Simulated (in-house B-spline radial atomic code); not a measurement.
Radial electron density of the ytterbium ion Yb²⁹⁺, [Kr] 4d5. Method: scalar-relativistic (X2C) PBE, spin-polarised, spherical fractional occupations, Fermi nucleus of rms radius 5.3108 fm. Calculated with a radial B-spline atomic code at the basis-set limit.

One-electron X2C: radii and densities carry no picture-change correction, so inner-shell <1/r> comes out high (for 1s by about 2 % at Z = 33, 5 % at 54, 10 % at 75, 30 % at 118) and <r> low.

Columns: r (bohr), 4πr²n(r) (electrons per bohr), bar.

```
0.000413    2.754 #
0.000497    3.597 #
0.000597    4.675 ##
0.000718    6.068 ##
0.000863    7.845 ###
 0.00104    10.14 ####
 0.00125       13 #####
  0.0015    16.55 ######
  0.0018    20.92 #######
 0.00217     26.4 #########
 0.00261    32.91 ###########
 0.00314    40.55 ##############
 0.00377    49.17 #################
 0.00453    58.68 ####################
 0.00545    68.73 ########################
 0.00655    78.52 ###########################
 0.00788    87.25 ##############################
 0.00947    93.76 ################################
  0.0114    97.14 ##################################
  0.0137    96.76 ##################################
  0.0165    93.01 ################################
  0.0198    87.75 ##############################
  0.0238    83.86 #############################
  0.0286    84.87 #############################
  0.0344    92.99 ################################
  0.0414      107 #####################################
  0.0498      121 ##########################################
  0.0598      127 ############################################
  0.0719    120.6 ##########################################
  0.0865      106 #####################################
   0.104    95.47 #################################
   0.125    98.48 ##################################
    0.15    109.5 ######################################
   0.181    110.3 ######################################
   0.217    89.68 ###############################
   0.261    59.19 #####################
   0.314    41.42 ##############
   0.378    40.88 ##############
   0.454    40.79 ##############
   0.546    29.61 ##########
   0.657    14.03 #####
    0.79    4.157 #
   0.949   0.7343 
    1.14  0.07088 
    1.37 0.003337 
    1.65 6.546e-05
```

On this grid the curve has 3 maxima, near 0.0114, 0.0598, 0.181 bohr.

The 4d up radial function P(r) = rR(r), positive near the nucleus:

```
r (bohr)         P
 0.00545  0.001821
 0.00788  0.004848
  0.0114   0.01274
  0.0165   0.03265
  0.0238    0.0795
  0.0344    0.1824
  0.0498    0.3807
  0.0719    0.6835
   0.104    0.9812
    0.15     0.941
   0.217    0.1884
   0.314    -1.048
   0.454    -1.665
   0.657    -1.069
   0.949   -0.2757
    1.37  -0.02125
```
